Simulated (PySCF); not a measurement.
Does the answer move with the share of exact exchange?

H5O2PSi.
SMILES: `O[SiH](O)P`

Torsions of this conformer, `[OH:1][SiH:2]([OH:3])[PH2:4]`: H–O1–Si2–O3 60°, H–O3–Si2–O1 -128°, H–P4–Si2–O1 168°, H–P4–Si2–O1 75°.

PySCF, pcSseg-2 basis, density fitting, gas phase, PBE0-D3(BJ)/def2-SVP geometry. One functional is left out:

| functional | exact exchange (%) | HOMO energy (eV) | LUMO energy (eV) | dipole moment (D) |
| --- | --- | --- | --- | --- |
| B97-D | 0 | -6.31 | -0.65 | 2.845 |
| BLYP | 0 | -6.20 | -0.79 | 2.808 |
| BP86 | 0 | -6.44 | -0.74 | 2.854 |
| LDA | 0 | -6.42 | -0.94 | 2.982 |
| OPBE | 0 | -6.33 | -0.63 | 2.886 |
| PBE | 0 | -6.34 | -0.80 | 2.857 |
| B3LYP | 20 | -7.26 | -0.32 | 2.923 |
| B97-2 | 21 | -7.24 | 0.01 | 2.952 |
| mPW1PW91 | 25 | -7.50 | -0.01 | 2.977 |
| BHandHLYP | 50 | -8.48 | 0.59 | 3.052 |

Problem. Predict the row of PBE0 (25 % exact exchange) by straight lines through the other rows, and check it.

Solution. 
| property | line | computed | computed − line | mPW1PW91 (25 %), for comparison |
| --- | --- | --- | --- | --- |
| HOMO energy (eV) | -7.43 | -7.47 | -0.04 | -7.50 |
| LUMO energy (eV) | -0.06 | -0.01 | +0.05 | -0.01 |
| dipole moment (D) | 2.962 | 2.986 | +0.024 | 2.977 |

Problem. Which of these properties follows the share of exact exchange most closely, and which least?

Solution. Most closely the HOMO energy, least the dipole moment; the correlations over the tabulated rows are HOMO energy -0.995, LUMO energy 0.972, dipole moment 0.808. The HOMO energy moves by -0.435 eV for every 10 %. Functionals with the same share still differ in their other parts: at 0 % BLYP and BP86 differ by 0.24 eV in it.
